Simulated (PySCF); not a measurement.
**Orbital picture of HfCl⁺**

BHandHLYP at R = 2.231 Å; basis Hf def2-TZVPPD with ECP60, Cl def2-TZVPPD; scalar-relativistic core potentials; PySCF 2.14. State: ³Δ (triplet), unpaired electrons σ ↑, δ ↑. Only the outer orbitals are listed, counted within each symmetry, core potentials removing the inner ones.

```tsv
spin	orbital	occ.	ε (eV)	on Hf (%)	main shells (%)
α	6σ	1	-30.21	10	90 Cl s
α	7σ	1	-17.30	21	76 Cl p, 12 Hf d
α	3π	1	-16.21	11	88 Cl p, 9 Hf d
α	3π	1	-16.21	11	88 Cl p, 9 Hf d
α	1δ	1	-12.68	100	100 Hf d
α	8σ	1	-12.57	103	78 Hf s, 24 Hf d
α	1δ	0	-6.86	99	99 Hf d
α	4π	0	-6.86	93	79 Hf d, 14 Hf p
α	4π	0	-6.86	93	79 Hf d, 14 Hf p
β	2π	1	-44.77	100	100 Hf p
β	2π	1	-44.77	100	100 Hf p
β	6σ	1	-30.24	9	90 Cl s
β	7σ	1	-17.26	20	76 Cl p, 11 Hf d
β	3π	1	-16.23	10	89 Cl p
β	3π	1	-16.23	10	89 Cl p
β	8σ	0	-8.05	100	86 Hf s
β	4π	0	-6.40	92	83 Hf d, 9 Hf p
β	4π	0	-6.40	92	83 Hf d, 9 Hf p
```

Which are the highest filled and the lowest empty level, where do they sit, and how wide is the gap?

Highest filled α 8σ at -12.57 eV (in %: 78 Hf s, 24 Hf d); lowest empty β 8σ at -8.05 eV (in %: 86 Hf s); the gap at BHandHLYP is 4.52 eV.

* bond order (Mayer): 1.54
* ⟨S²⟩: 2.002
* charge on Hf (Mulliken, basis-dependent): 1.00
* charge on Hf (Löwdin, basis-dependent): 0.73
* dipole moment (positive dipole points towards Cl; it is taken about the centre of mass and depends on that origin): -4.02 D

Shares are Mulliken populations and can fall outside 0 to 100 %.

Spin–orbit coupling is left out. The state is the lowest single determinant that the PBE0 search found; with open d or f shells the true ground state can be another one.
